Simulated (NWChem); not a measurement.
Species: GeF₂, singlet; SMILES [F][Ge][F]

All runs: NWChem. Low-valent species are run as closed-shell singlets; no triplet was tried in these runs. Structure relaxed at the PBE0/def2-SVP level. Ions are spin-unrestricted doublets at the neutral geometry; other ion states weren't tried.

For level PBE0/def2-SVP:

| Property | Result |
|---|---|
| vertical ionisation energy, ΔSCF (eV) | 11.54 |
| −ε(HOMO) (eV) | 8.80 |

Question: Estimate the same quantities for level PBE/def2-SVP.

Answer: The vertical ionisation energy, ΔSCF (eV) is 11.29 and the −ε(HOMO) (eV) is 7.43.
